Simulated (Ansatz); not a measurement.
HBF2O, singlet, geometry from GFN2-xTB, with bond 2-1 at 1.4 times its length; CASSCF(4,4)/def2-SVP in Ansatz (a program for electronic structure).

The Ansatz input:
Ansatz 0.2 input:
```yaml
crystal:
  periodic: [false, false, false]
  atoms:
    - {symbol: B, position_ang: [-0.02349762, 0.00205003, 0.00719131]}
    - {symbol: F, position_ang: [1.78962782, -0.32011626, -0.24404836]}
    - {symbol: F, position_ang: [-0.54068260, -0.46804881, 1.11954512]}
    - {symbol: O, position_ang: [-0.76534060, 0.65930447, -0.86300987]}
    - {symbol: H, position_ang: [-0.33797155, 0.98037211, -1.65739331]}
basis:
  gaussian:
    orbitals: def2-SVP
hamiltonian:
  xc: hf
magnetization: {spin_polarized: false}
correlation: {active_space: {window: {electrons: 4, orbitals: 4}}}
```

The log (banner, timings and long lists left out):

```
Functional definition: HF
576 factors; integrals over basis functions are off by at most 1.5e-3 eV
mean field evaluation 1: about -8128.6504 eV, gradient 4.3e1 eV
mean field evaluation 2: about -8128.6529 eV, gradient 4.3e1 eV
mean field evaluation 4: about -8132.1955 eV, gradient 2.7e0 eV
mean field evaluation 8: about -8132.2273 eV, gradient 1.4e-1 eV
mean field -8132.22743397 eV, -298.8538459766 hartree, gradient 9.0e-7 eV, S^2 0.000000; 0 other end points of the search recorded, 0 dependent functions left out
reference -8132.22743397 eV, -298.8538459766 hartree; 16, 16 occupied and 45, 45 virtual orbitals, 576 factors
state -8133.92807033 eV, -298.9163432103 hartree
2 active orbitals were swapped for others, from the solution at -8133.51598827 eV, -298.9011994737 hartree to that at -8133.92807033 eV, -298.9163432103 hartree; typed "places" are swapped only where nearly empty or full, and so, without "given_window_search", are "orbital_numbers", "shells" and a window whose orbitals a file names under [Active]
Total energy: -8133.92807033 eV, -298.9163432103 hartree
```
